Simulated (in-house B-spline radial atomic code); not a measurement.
Results of a calculation; reference values are marked as such.
**F ion on Hf atom: potential, deflection and energy transfer**

The pair potential comes from two frozen, spherical free-atom densities (PBE, B-spline radial code, scalar-relativistic past argon): electrostatics plus the change in Thomas-Fermi kinetic and Dirac exchange energy where they overlap, the recipe behind the universal ZBL potential, which averages such potentials (from solid-state densities) over many pairs. It is written V = (Z1 Z2 e²/r) φ(r/a), with e² = 14.3996 eV·Å and a = 0.46850 Å/(Z1^0.23 + Z2^0.23); ZBL's fit is φ = 0.18175 e^(−3.1998x) + 0.50986 e^(−0.94229x) + 0.28022 e^(−0.4029x) + 0.02817 e^(−0.20162x). Where φ falls below 4e-4 it is continued as an exponential.

Masses 19.0 and 178.49 u.

```tsv
x = r/a	φ, this pair	φ, ZBL
0.1	0.878	0.8928
0.25	0.7492	0.7647
0.5	0.5986	0.6096
1	0.4072	0.4164
1.5	0.2928	0.2995
2	0.2167	0.2218
3	0.1264	0.1292
4	0.07882	0.08026
5	0.05209	0.05224
6.5	0.02932	0.02914
8	0.01699	0.01705
10	0.008529	0.008778
12	0.004404	0.00474
14.5	0.002023	0.002328
17	0.001008	0.001212
```

Question: At x = 6.5 the electrostatic, kinetic and exchange parts are -170.89, 619.23 and -59.2 eV. Find r, V and φ.

Answer: a = 0.46850/(1.6576 + 2.6742) = 0.10816 Å, so r = 0.70301 Å. V = -170.89 + 619.23 + (-59.2) = 389.14 eV. The bare repulsion is 9 × 72 × 14.3996/0.70301 = 13273 eV, so φ = 0.0293, +0.6 % against ZBL's 0.0291. The kinetic (Pauli) term is 159 % of V here, as the other two terms together attract.

Question: The ion comes in at 0.9546 keV with impact parameter 0.5408 Å. The scattering integral gives a centre-of-mass angle of 53.93° and a closest approach of 6.605 a. What are the reduced energy, the energy passed on and the laboratory angles?

Answer: ε = E a M2/(Z1 Z2 e² (M1 + M2)) = 954.6 × 1.0476e-05 = 0.01. The most that one collision can pass on is γE with γ = 4 M1 M2/(M1 + M2)² = 0.3478. Here T = γE sin²(θ/2) = 0.3478 × 954.6 × 0.2056 = 68.25 eV. The ion turns by arctan(sin θ/(cos θ + M1/M2)) = 49.3°, and the struck atom leaves at (180° − θ)/2 = 63.0°. The closest approach is 0.714 Å. With ZBL the angle would be 53.59° and T = 67.47 eV.
